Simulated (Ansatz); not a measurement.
Born–Oppenheimer molecular dynamics of BFH2O2 (6 atoms, charge 0, multiplicity 1). It starts from a relaxed structure.

Computed with RKS PBE0/cc-pVDZ (Ansatz 0.2.0).

```json
{
 "ensemble": "NVT, Langevin thermostat",
 "time step": "0.25 fs",
 "steps asked": "250",
 "set temperature": "200 K",
 "friction": "0.01 /fs",
 "seed": "806827"
}
```

First frame:

```xyz
6
Properties=species:S:1:pos:R:3
B -0.017 -0.082 -0.007
O -0.018 -0.072 1.355
H -0.873 -0.277 1.746
F 1.146 0.202 -0.602
O -1.069 -0.349 -0.830
H -1.887 -0.549 -0.366
```

(1) How far do the bonds stretch over the last three quarters of this one trajectory? (Pairs bonded in most of those frames.)

Answers

(1) 
| bond | mean (Å) | spread (Å) | shortest | longest |
| --- | --- | --- | --- | --- |
| B1–O2 | 1.363 | 0.040 | 1.31 | 1.42 |
| B1–F4 | 1.340 | 0.024 | 1.30 | 1.38 |
| B1–O5 | 1.363 | 0.020 | 1.33 | 1.39 |
| O2–H3 | 0.963 | 0.009 | 0.94 | 0.98 |
| O5–H6 | 0.963 | 0.018 | 0.93 | 0.99 |

Mean temperature of the second half: 180 K. The mean temperature of the second half is 10 % below the set value. A run of 0.062 ps of so small a system gives no equilibrium averages.

Run time: 3.7 min on 1 thread of AMD EPYC 9R14 (Zen 4), with other jobs on the host, peak memory 0.13 GiB.
